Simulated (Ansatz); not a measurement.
C8H16 can be A, `CC/C=C\C(C)(C)C`, or B, `CC/C=C/C(C)(C)C`.

Program: Ansatz. Geometries: PBE0-D4/def2-TZVP. ΔE: electronic, gas phase. CCSD(T)/CBS is the MP2 limit (def2-TZVPP, def2-QZVPP) plus CCSD(T) − MP2 in def2-TZVPP, frozen cores. Double bonds are as drawn, so ΔE can hold a change between cis and trans. DFT in def2-TZVPP. B3LYP here is the variant with VWN-RPA as its local correlation; programs differ in this. Each species was taken in one conformer, which may not be the lowest.

Which is lower in electronic energy at CCSD(T)/CBS, and by how much? (Estimate.)

Ansatz gave: B, by 3.8 kcal/mol.

Give E(B) − E(A) in kcal/mol with PBE-D4, MP2/def2-TZVPP, ωB97M-V, LDA (SPW92), CCSD(T)/def2-SVP, B3LYP-D4, CCSD/def2-TZVPP. (Best estimate.)

Ansatz gave: PBE-D4 -3.9, MP2/def2-TZVPP -3.9, ωB97M-V -4.0, LDA (SPW92) -4.0, CCSD(T)/def2-SVP -4.2, B3LYP-D4 -3.7, CCSD/def2-TZVPP -4.1. None reverses the order clearly.

Largest T1 diagnostic: 0.009.

The D4 term adds +1.2 kcal/mol with B3LYP and +0.7 kcal/mol with PBE0; it sums over pairs of atoms, weighted by their polarisabilities, and B3LYP, whose exchange is more repulsive, gets the larger term. Leaving LDA and LC-ωPBE aside and taking each functional with its dispersion term where it has one, the values, not all of them listed here, spread over 1.1 kcal/mol, from B2PLYP to BLYP-D4.
